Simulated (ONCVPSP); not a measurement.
Transferability test, ONCV potential for aluminium

ONCVPSP 4.0.1 input, shortened (lines: element, Z, core and valence counts, functional; n l f; lmax; l rc ep ncon nbas qcut; lloc lpopt rc5 dvloc0; l nproj debl; icmod fcfact rcfact), PBEsol, scalar-relativistic:

```
  Al 13.00    3    2  -116133      upf
    1    0    2.00
    2    0    2.00
    2    1    6.00
    3    0    2.00
    3    1    1.00
    2
    0    1.45    0.00    3    7    4.80
    1    2.70    0.00    4    8    3.00
    2    2.45    0.31    4    9    4.50
    4    5    1.40    0.00
    0    2    3.40
    1    1    3.50
    2    2    2.70
    3    4.50    1.35
```

Energies are relative to the spin-unpolarised reference configuration 3s2 3p1; without spin polarisation the order of configurations can differ from experiment.

```
valence configuration  charge  ΔE all-electron (eV)  error AE − PS (meV)
              3s2 3p0      +1                 5.736                  0.0
              3s1 3p0      +2                24.907                  -25
              3s1 3p2       0                 5.119                 -4.4
```

Task: What are ΔE and the potential's error for 3s2 3p0.5?

Result: ΔE = 2.074 eV all-electron; the error (AE − PS) is +0.1 meV.

Levels in the configuration 3s2 3p0.5:

```csv
level,all-electron (eV),pseudo (eV)
3s,-11.057,-11.058
3p,-5.676,-5.675
```

Note: ghosts flagged at negative energy: s at -95.6 eV; no localised positive-energy state flagged. A true bound ghost makes a file unfit for plane-wave use.
